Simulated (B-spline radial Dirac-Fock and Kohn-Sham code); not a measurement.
**Successive ionisation energies of neon: Dirac-Fock against NIST**

Model: multi-electron Dirac-Fock with separately optimised hole states, Breit and Lamb-shift corrections added in first order. Program: a radial B-spline solver. Each value is the difference of the configuration-average energies of two neighbouring ions in their tabulated ground configurations. Correlation energy is missing from these numbers. NIST's values refer to the lowest levels; many for high charge states are themselves semi-empirical or theoretical. Where a p, d or f shell is open in either ion the computed value averages over both j values and all terms, while the table refers to the lowest levels; that difference holds spin-orbit splitting (largest in heavy or highly charged ions), term energies where several electrons share open shells, and correlation, and it can reach 10 % or more.

```
 ion  configuration  computed (eV)        NIST (eV)            kind  NIST − computed (eV)
  Ne   [He] 2s2 2p6          19.82         21.56454        measured                 +1.74
 Ne⁺   [He] 2s2 2p5          41.03         40.96297        measured                 -0.06
Ne²⁺   [He] 2s2 2p4          65.57          63.4233        measured                 -2.15
Ne³⁺   [He] 2s2 2p3          93.29            97.19  semi-empirical                 +3.90
Ne⁴⁺   [He] 2s2 2p2          124.1  126.247 ± 0.012        measured                 +2.19
Ne⁵⁺   [He] 2s2 2p1          157.8          157.934        measured                 +0.10
Ne⁶⁺       [He] 2s2          203.8  207.271 ± 0.012        measured                 +3.48
Ne⁷⁺       [He] 2s1          239.0          239.097  semi-empirical                 +0.14
Ne⁸⁺            1s2         1194.6         1195.808     theoretical                 +1.25
Ne⁹⁺            1s1         1362.2         1362.199     theoretical                 -0.04
```

Task: Where in this range is the largest relative jump, and why?

Result: From Ne⁷⁺ (239.0 eV) to Ne⁸⁺ (1194.6 eV), a factor of 5.00. The configuration goes from [He] 2s1 to 1s2, so the next electron comes out of a deeper subshell.
